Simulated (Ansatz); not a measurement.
`CSB1O[SiH]1N` → B• + C• + 6 H• + N• + O• + S• + Si•  (atomization)

Computed with Ansatz on PBE0-D4/def2-TZVP structures; ΔE is electronic, products minus reactants. CCSD(T)/CBS is the MP2 limit (def2-TZVPP, def2-QZVPP) plus CCSD(T) − MP2 in def2-TZVPP, frozen cores. This one scheme is used for every species, atoms too. DFT in def2-TZVPP. B3LYP here is the variant with VWN-RPA as its local correlation; programs differ in this. Open shells (•) are unrestricted, without spin–orbit coupling. Spin–orbit coupling would lower the free atoms: a little for B, C, O, S, Si. Each species was taken in one conformer, which may not be the lowest.

`CSB1O[SiH]1N`:

```xyz
12

C     1.506    0.437    2.121
S     0.907    1.799    1.085
B    -0.237    0.957    0.023
O    -1.034    1.413   -0.983
Si   -1.280   -0.301   -0.917
N    -0.782   -1.263   -2.218
H     2.589    0.367    2.025
H     1.045   -0.495    1.800
H     1.247    0.638    3.160
H    -2.706   -0.607   -0.677
H    -1.429   -1.622   -2.901
H     0.175   -1.324   -2.519
```

```json
{"species": "`CSB1O[SiH]1N`", "B3LYP-D4 energy (Eh)": "-884.48746"}
{"species": "B•", "B3LYP-D4 energy (Eh)": "-24.66392"}
{"species": "C•", "B3LYP-D4 energy (Eh)": "-37.85948"}
{"species": "H•", "B3LYP-D4 energy (Eh)": "-0.50215"}
{"species": "N•", "B3LYP-D4 energy (Eh)": "-54.60397"}
{"species": "O•", "B3LYP-D4 energy (Eh)": "-75.09627"}
{"species": "S•", "B3LYP-D4 energy (Eh)": "-398.13240"}
{"species": "Si•", "B3LYP-D4 energy (Eh)": "-289.39209"}
```

Question: Work out ΔE.

Answer: ΔE = 6 × (-0.50215) + (-24.66392) + (-37.85948) + (-54.60397) + (-75.09627) + (-398.13240) + (-289.39209) − (-884.48746) = 1.72643 Eh = +4532.7 kJ/mol. CCSD(T)/CBS gives +4526.0 kJ/mol.

Question: What do rigid-rotor, harmonic-oscillator terms from PBE0-D4/def2-TZVP frequencies (298.15 K, 1 bar) make of the CCSD(T)/CBS value? (Best estimate.)

Answer: Ansatz gave: ΔZPE = -217.3 kJ/mol, ΔH = +4357.9 kJ/mol, ΔS = 1271 J/(mol·K), ΔG = +3978.9 kJ/mol. Open shells count their whole term as degenerate.

Largest T1 diagnostic among the species: 0.014.

From BLYP to BHLYP (50 % exact exchange), in def2-TZVPP and without D4, ΔE moves by −129.1 kJ/mol: exact exchange takes away binding that semilocal exchange gives to molecules. In def2-TZVPP, CCSD(T) changes the Hartree–Fock value by +1182.6 kJ/mol (the triples alone add +82.5 kJ/mol) and MP2 by +1286.0 kJ/mol; breaking electron pairs costs correlation energy, which Hartree–Fock lacks. Leaving LDA and LC-ωPBE aside and taking each functional with its dispersion term where it has one, the values, not all of them listed here, spread over 263.2 kJ/mol, from BHLYP-D4 to PBE-D4. LDA lies +612.7 kJ/mol from PBE without D4, its usual overbinding.

For atomizations the MP2-based limit and the directly extrapolated one differ by several kJ/mol either way, and by 10 to 25 for some Ge, Se and Sn compounds, so smaller differences from it don't rank the levels.
